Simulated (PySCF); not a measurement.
# B⁺: excitation energy

B⁺ [He] 2s2 (1S) → B⁺ [He] 2p2 (3P), as a difference of total energies. Calculation: PySCF 2.14, in x2c-TZVPPall; scalar relativity by spin-free X2C-1e. Correlated levels: valence and next inner shell: nothing frozen. The calculations carry no spin-orbit coupling.

```json
{"method": "UHF", "excitation energy (eV)": "10.956"}
{"method": "MP2 (valence and next inner shell)", "excitation energy (eV)": "11.705"}
{"method": "SCS-MP2 (valence and next inner shell)", "excitation energy (eV)": "12.030"}
{"method": "CCSD (valence and next inner shell)", "excitation energy (eV)": "12.267"}
{"method": "CCSD(T) (valence and next inner shell)", "excitation energy (eV)": "12.274"}
{"method": "CCSDT (valence and next inner shell)", "excitation energy (eV)": "12.274"}
```

Problem. How much does correlation contribute at CCSD(T) (valence and next inner shell)?

Solution. 12.274 − (10.956) = 1.318 eV, measured against UHF.

Errors of the correlated levels include the incompleteness of this basis.

The basis was made for the ground configuration and has no added diffuse functions, so the excitation energy can come out too high.

For comparison: 12.265 eV (measured; NIST levels, between the centres of gravity of the two terms).
